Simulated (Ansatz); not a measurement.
This geometry of ClF5Mo + FH (9 atoms, charge 0, multiplicity 1) is a first-order saddle point.

All numbers below come from Ansatz, RKS PBE/def2-SVP.

```xyz
9
Properties=species:S:1:pos:R:3
Mo 0.164 0.163 -0.118
Cl 0.525 -0.488 2.514
F 1.990 -0.061 -0.092
F 0.523 1.630 -1.178
F -1.485 0.494 0.616
F 0.137 -1.683 -0.050
F -0.734 -0.262 -1.678
F 0.609 1.730 1.194
H 0.642 0.946 2.143
```

(1) Which two structures does it join? (They come from a converged band through this point; their orientation in space is the band's.)

(2) How far does it lie above each of them?

## Answers

(1) Bonds broken: Mo1–Cl2, F8–H9. Bonds formed: Mo1–F8, Cl2–H9. ClF5Mo + FH becomes ClH + F6Mo.

Initial state:

```xyz
9
Properties=species:S:1:pos:R:3
Mo -0.189 -0.186 -0.105
Cl -0.083 -0.066 2.203
F 1.646 -0.206 -0.221
F -0.241 1.648 -0.233
F -2.034 -0.223 -0.036
F -0.195 -2.031 -0.028
F -0.277 -0.286 -1.948
F 2.093 2.153 1.528
H 1.650 1.666 2.193
```

Final state:

```xyz
9
Properties=species:S:1:pos:R:3
Mo 0.219 0.221 -0.496
Cl 0.001 0.042 3.735
F 1.817 -0.001 -1.387
F -0.032 1.821 -1.376
F -1.372 0.464 0.395
F 0.492 -1.370 0.385
F -0.662 -0.666 -1.847
F 1.112 1.120 0.859
H 0.794 0.837 3.084
```

(2) 0.32 eV above the first and 0.82 eV above the second. This is the barrier of this one path; another mechanism may lie lower. The orbitals stay closed-shell, which can raise the energy where a bond breaks towards radicals; this wasn't checked here.

The run took 5.8 min on 4 threads of AMD EPYC 7R43 64-Core Processor (Zen 3), with other jobs on the host, peak memory 0.23 GiB.
